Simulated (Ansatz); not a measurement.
Ideal-gas functions of GeH₆NSi (`[SiH3][N][GeH3]`) radical at 400 K and 1 bar, from an Ansatz frequency run at PBE0-D4/def2-TZVP.

Molar mass 120.75 g/mol, point group C1 (symmetry number 1), electronic degeneracy 2, moments of inertia 19.601, 250.091, 257.348 u Å². Harmonic wavenumbers (cm⁻¹, unscaled): 27, 46, 128, 481, 549, 591, 649, 695, 821, 863, 874, 905, 930, 953, 970, 2127, 2151, 2164, 2189, 2194, 2225.

Use S(trans) = R[1.5 ln M + 2.5 ln T − 1.1517]; rotational temperatures θ = 24.2544 K / I; S(rot) = R[ln(√π/σ · √(T³/θAθBθC)) + 1.5]; for each mode x = 1.438777 ν̃/T, S = R[x/(eˣ − 1) − ln(1 − e⁻ˣ)] and H = RT x/(eˣ − 1); 1 cm⁻¹ = 0.0119627 kJ/mol; R = 8.31446 J/(mol·K).

Q: By hand: the entropy, in J/(mol·K).

A: Translation 174.7. Rotation: θ = 1.2374, 0.097, 0.0942 K, giving 110.6. Vibration, mode by mode: 27.71, 23.28, 14.84, 4.72, 3.89, 3.45, 2.93, 2.57, 1.80, 1.59, 1.54, 1.41, 1.31, 1.23, 1.17, 0.03, 0.03, 0.03, 0.03, 0.03, 0.03, in all 93.6. Electronic 5.8. Sum 384.7 J/(mol·K).

Q: By hand: H − E and G − E in kJ/mol, counted from the electronic energy.

A: Zero-point energy ½ × 22532 × 0.0119627 = 134.8; thermal vibration 16.8; translation, rotation and pV give 4 RT = 13.3. H − E = 164.9 kJ/mol, and G − E = 164.9 − 400 × 384.7/1000 = 11.0 kJ/mol.

Vibration gives 24 % of the entropy, 65.8 J/(mol·K) of it from the modes under 150 cm⁻¹: soft modes count most, and the harmonic formula is weakest for them. The sum counts one conformer and one mirror image; others add a mixing term.
